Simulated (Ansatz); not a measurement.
`[SiH3]C(Cl)Cl` + H–F → `F[SiH3]` + `ClCCl`  (ligand exchange at the Si–C bond)

Program: Ansatz. Geometries: PBE0-D4/def2-TZVP. ΔE: electronic, gas phase. CBS: MP2 limit from def2 TZ/QZ plus the TZ coupled-cluster correction, frozen cores. This one scheme is used for every species. DFT in def2-TZVPP.

`[SiH3]C(Cl)Cl`:

Cartesian coordinates in Å:
```
Si -0.320 -0.758 -0.533
C 0.217 0.659 0.609
Cl -0.275 2.210 -0.104
Cl 1.974 0.582 0.858
H 0.069 -2.041 0.102
H -1.794 -0.691 -0.697
H 0.368 -0.576 -1.831
H -0.238 0.614 1.596
```

H–F:

```xyz
2

F    -0.063   -0.241    0.387
H     0.063    0.241   -0.387
```

`F[SiH3]`:

Z-matrix (Å, degrees):
```
Si
F 1 1.600
H 1 1.482 2 108.3
H 1 1.482 2 108.3 3 -120.0
H 1 1.482 2 108.3 3 120.0
```

`ClCCl`:

Z-matrix (Å, degrees):
```
C
Cl 1 1.762
Cl 1 1.762 2 112.9
H 1 1.086 2 108.1 3 119.6
H 1 1.086 2 108.1 3 -119.6
```

CCSD(T)/CBS gives -134.5 kJ/mol.

Task: Another level gave -135.1 kJ/mol. Which?
A. CAM-B3LYP/def2-TZVPP
B. r2SCAN/def2-TZVPP
C. B97M-V/def2-TZVPP
D. MP2/def2-TZVPP

Result: D. MP2/def2-TZVPP -135.1, B97M-V -146.9, r2SCAN -141.5, CAM-B3LYP -153.8 kJ/mol.

Task: What do rigid-rotor, harmonic-oscillator terms from PBE0-D4/def2-TZVP frequencies (298.15 K, 1 bar) make of the CCSD(T)/CBS value? (Estimate.)

Result: Computed: ΔZPE = +8.8 kJ/mol, ΔH = -129.5 kJ/mol, ΔS = 7 J/(mol·K), ΔG = -131.6 kJ/mol.

Largest T1 diagnostic among the species: 0.011.

From PBE to PBE0 (25 % exact exchange), in def2-TZVPP and without D4, ΔE moves by −3.5 kJ/mol. Leaving LDA and LC-ωPBE aside and taking each functional with its dispersion term where it has one, the values, not all of them listed here, spread over 26.0 kJ/mol, from B2PLYP to revPBE-D4. LDA lies +10.1 kJ/mol from PBE without D4. In def2-TZVPP, CCSD(T) changes the Hartree–Fock value by +34.3 kJ/mol (the triples alone add +5.3 kJ/mol) and MP2 by +35.7 kJ/mol.
